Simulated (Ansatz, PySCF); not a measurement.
Pair of molecules: HF (SMILES F) (first 2 atoms) with HI (SMILES I); geometry from B3LYP-D3(BJ)/def2-TZVP, rigid monomers moved along the line of their centres of mass till F1···H4 is 2.01 Å.
(charge 0, multiplicity 1):
```tsv
atom	x (Å)	y (Å)	z (Å)
F	0.5518	0.6191	-0.2611
H	0.2829	-0.2134	-0.5646
I	-0.0980	0.2313	3.2017
H	0.3128	0.7525	1.7258
```

Interaction energies are E(AB) − E(A) − E(B) at the monomers' geometry in the complex; basis-set methods are counterpoise corrected.

Correlated levels freeze the cores. Filled d and f shells under p-block atoms count as core. CBS(a, b) extrapolates the correlation energy as X⁻³ and adds the Hartree–Fock energy of set b.

Codes used: Ansatz (an electronic-structure program); PySCF for the dispersion terms. Values without a source in brackets are computed. In def2 rows elements past Kr take small-core potentials, without spin–orbit coupling.

PBE/def2-TZVPPD gives -1.15 kcal/mol for the interaction energy.

**Question.** Predict the shift from PBE, with its sign, for: PBE-D3(BJ)/def2-TZVPPD, r2SCAN/def2-TZVPPD, PBE0/def2-TZVPPD, wB97M-V/def2-TZVPPD, MP2/CBS(def2-TZVPPD, def2-QZVPPD), CCSD(T)/CBS(def2-TZVPPD, def2-QZVPPD).

**Answer.** PBE-D3(BJ)/def2-TZVPPD -0.45; r2SCAN/def2-TZVPPD -0.23; PBE0/def2-TZVPPD 0.14; wB97M-V/def2-TZVPPD 0.06; MP2/CBS(def2-TZVPPD, def2-QZVPPD) -0.02; CCSD(T)/CBS(def2-TZVPPD, def2-QZVPPD) 0.12 kcal/mol. 3 of 6 lie above PBE; the widest gap is to PBE-D3(BJ)/def2-TZVPPD.
